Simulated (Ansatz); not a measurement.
This geometry of FGeH₃ (5 atoms, charge 0, multiplicity 1) is a first-order saddle point.

Level of theory: RKS PBE0/def2-SVP (Ansatz 0.2.0).

```xyz
5
Properties=species:S:1:pos:R:3
Ge 0.288 -0.028 -0.434
H 0.603 -0.208 1.270
H 1.596 0.120 0.389
F -0.672 1.434 -0.343
H -0.601 -1.211 -0.022
```

Problem. Which two structures does it join? (They come from a converged band through this point; their orientation in space is the band's.)

Solution. Bonds broken: Ge1–H2, Ge1–H3. Bonds formed: H2–H3. FGeH3 becomes FGeH + H2.

Initial state:

```xyz
5
Properties=species:S:1:pos:R:3
Ge 0.283 -0.049 0.200
H 0.245 0.015 1.734
H 1.716 0.015 -0.347
F -0.535 1.379 -0.379
H -0.494 -1.253 -0.350
```

Final state:

```xyz
5
Properties=species:S:1:pos:R:3
Ge 0.120 -0.052 -0.888
H 1.001 -0.250 1.261
H 1.584 0.073 0.868
F -0.788 1.393 -0.449
H -0.703 -1.058 0.067
```

Problem. How far does it lie above each of them?

Solution. 2.58 eV above the first and 1.16 eV above the second. This is the barrier of this one path; another mechanism may lie lower. The orbitals stay closed-shell, which can raise the energy where a bond breaks towards radicals; this wasn't checked here.

Run time: 110 s on 1 thread of Arm Neoverse V2 (shared host), peak memory 0.12 GiB.
